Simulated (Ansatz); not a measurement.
Species: H₂AlBrS₂, SMILES `[SH][Al]([SH])[Br]` (H–S–Al–Br torsion -180°, Br–Al–S–H torsion 0°) (charge 0, multiplicity 1).

Task: Give a relaxed geometry from B3LYP-D3(BJ)/def2-TZVP run with Ansatz (a first-principles code).

Result: This is not unique; one that fits is the end point of this relaxation, one of several conformers (outside a Z-matrix the atoms follow the SMILES, hydrogens last).
Z-matrix (Å, degrees):
```
Al
S 1 2.1738
H 2 1.3462 1 93.24
S 1 2.1771 2 120.98 3 0.02
H 4 1.3449 1 93.20 2 -179.96
Br 1 2.2543 2 118.09 3 -179.99
```
